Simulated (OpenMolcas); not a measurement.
O4+: effect of the active space

* Program: OpenMolcas 26.06
* Method: MS-CASPT2 or its RAS form, IPEA 0.25 Eh, imaginary shift 0.1 Eh
* Basis: ANO-RCC-VQZP
* Scalar Hamiltonian: DKH2, point nucleus
* Spin-orbit coupling: RASSI with atomic mean-field integrals over the reference wave functions, term energies averaged over their components

A. 2 electrons in 4 orbitals (2s 2p); 2S+1 = 3 even, 3 roots; 2S+1 = 1 even, 7 roots; 2S+1 = 3 odd, 3 roots; 2S+1 = 1 odd, 3 roots; closed shells correlated: 1s; CASPT2 step roughly 2.1 core-seconds
B. 2 electrons in 8 orbitals (2s 2p 3s 3p); 2S+1 = 3 even, 3 roots; 2S+1 = 1 even, 7 roots; 2S+1 = 3 odd, 3 roots; 2S+1 = 1 odd, 3 roots; closed shells correlated: 1s; CASPT2 step about 4 core-seconds
C. 2 electrons in 9 orbitals (RAS2 2s 2p; RAS3 3d, at most 2 electrons); 2S+1 = 3 even, 3 roots; 2S+1 = 1 even, 7 roots; 2S+1 = 3 odd, 3 roots; 2S+1 = 1 odd, 3 roots; closed shells correlated: 1s; CASPT2 step of the order of 6 core-seconds

Energies in cm-1 above 2s2 1S0, the measured ground level; measured values from Moore, Selected Tables of Atomic Spectra, NSRDS-NBS 3, section 9.

```csv
Level,A,B,C,Measured
2s2 1S0,0.0,0.0,0.0,0.0
2s 2p 3P* 0,81967,81933,81878,81942
2s 2p 3P* 1,82115,82081,82026,82079
2s 2p 3P* 2,82414,82380,82324,82385
2s 2p 1P* 1,160517,160430,159731,158798
2p2 3P0,213821,213764,213749,213462
2p2 3P1,213970,213913,213898,213618
2p2 3P2,214261,214204,214189,213887
2p2 1D2,232983,232880,232460,231721
2p2 1S0,289479,289283,289597,287910
```

Deviations, from unrounded energies. A percentage is the sum of absolute deviations over the sum of measured energies, with the sign that they share, or ± where signs differ.

| Against measurement | Levels | A | B | C |
| --- | --- | --- | --- | --- |
| mean absolute deviation (cm-1) | 9 | 640 | 570 | 490 |
| other configurations (%) | 9 | +0.4 | ±0.3 | ±0.3 |

C lies closest to measurement on these levels and A furthest from it. The largest miss of C in the table is 2p2 1S0, by +1700 cm-1. The ranking rests on the paired levels alone, and a cruder setting can come out closer through cancelling errors.

Among A to C the level of the table that moves most is 2s 2p 1P* 1, by 790 cm-1 (lowest in C, highest in A).

Active for correlation alone: 3p 3s; no level in the range computed is led by a configuration that fills them, so any true level of that kind is missing (holds for B). Active for correlation alone: 3d; no level in the range computed is led by a configuration that fills it, so any true level of that kind is missing (holds for C). Measured partners are found by configuration, term and J. A level has none where our copy of the source lacks it or the pairing is in doubt (some pairs that miss far off the trend of their configuration count as doubtful), and it then counts in no deviation. Levels of configurations outside the active space are missing.

* marks odd parity.
